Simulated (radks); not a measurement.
Species: Co+. Configuration: [Ne] 3s2 3p5.5 3d8 4p0.5 (fractional occupations, a model configuration). Calculated with a radial shooting solver on a logarithmic mesh with Libxc functionals: scalar-relativistic Kohn-Sham, PBEsol, spin-unpolarised, spherical densities, point nucleus.

Normalised radial functions P(r) = r R(r), r in bohr:

```
   r/bohr * 1s, o 3s, + 3d (the largest magnitude, 3.78, reaches the edge; | marks zero, & curves that meet)
 0.001859                             &   *
  0.00213                             &   *
  0.00246                             +o   *
 0.002819                             +o   *
 0.003229                             +o    *
 0.003729                             +o     *
 0.004273                             +o      *
 0.004895                             +o       *
 0.005653                             +o        *
 0.006477                             +o         *
 0.007421                             +o          *
  0.00857                             + o           *
 0.009818                             + o            *
  0.01134                             + o              *
  0.01299                             + o               *
  0.01488                             + o                 *
  0.01719                             + o                   *
  0.01969                             +  o                   *
  0.02256                             +  o                     *
  0.02606                             +  o                      *
  0.02985                             +  o                       *
   0.0342                             +  o                       *
   0.0395                             + o                        *
  0.04525                             + o                       *
  0.05184                             + o                      *
  0.05987                             +o                      *
   0.0686                             &                    *
  0.07859                             &                  *
  0.09076                            o+               *
    0.104                           o |+           *
   0.1191                          o  |+        *
   0.1376                         o   |+     *
   0.1576                        o    |+   *
    0.182                        o    | +*
   0.2086                         o   | &
   0.2389                          o  |* +
    0.276                           o *   +
   0.3162                             &   +
   0.3622                             * o  +
   0.4183                             *    o+
   0.4793                             *     +o
   0.5491                             *      +o
   0.6341                             *      + o
   0.7265                             *      + o
   0.8323                             *      +o
   0.9613                             *     +o
    1.101                             *    o+
    1.262                             *   o+
    1.457                             *  o+
    1.669                             * o +
    1.913                             *o +
    2.209                             & +
    2.531                             & +
    2.923                             &+
    3.348                             &+
    3.836                             &+
     4.43                             &
    5.076                             &
    5.815                             &
    6.716                             &
    7.694                             &
    8.815                             &
    10.18                             &
    11.66                             &
```

1s: eigenvalue -7594.9 eV, 0 radial nodes, <r> = 0.0562 bohr, 90 % of the charge inside 0.100 bohr. 3s: eigenvalue -109.36 eV, 2 radial nodes at r = 0.0732, 0.313 bohr, <r> = 0.776 bohr, 90 % of the charge inside 1.16 bohr. 3d: eigenvalue -15.647 eV, 0 radial nodes, <r> = 1.07 bohr, 90 % of the charge inside 1.89 bohr.
